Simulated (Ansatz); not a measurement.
Basis-set extrapolation for C₄H₇Cl₃Si₂, SMILES `C=C[SiH](Cl)/C=C\[SiH](Cl)Cl` (PBE0-D4/def2-TZVP geometry, frozen core, the Gaussian-basis code of Ansatz). Multiplicity 1, RHF reference.

|  | def2-TZVPP | def2-QZVPP |
| --- | --- | --- |
| HF | -2112.167545 | -2112.230093 |
| MP2 correlation | -1.438601 | -1.557781 |
| CCSD(T) correlation | -1.603273 | not run |

Energies in hartree. Use E(X) = E(∞) + A·exp(−7.88·√X) for Hartree–Fock and E(X) = E(∞) + B·X^(−2.97) for correlation, with X = 3 and 4, and add CCSD(T) minus MP2 of the smaller set to the MP2 limit.

Task: What is the CCSD(T) energy at the basis-set limit?

Result: HF limit: -2112.230093 + (-0.062548) × 0.13774 = -2112.23871. MP2 limit: -1.557781 + (-0.119180) × 0.74074 = -1.64606. Higher-order term: -1.603273 − (-1.438601) = -0.16467. Total: -2114.04944 hartree, 174.8 kcal/mol below CCSD(T)/def2-TZVPP.
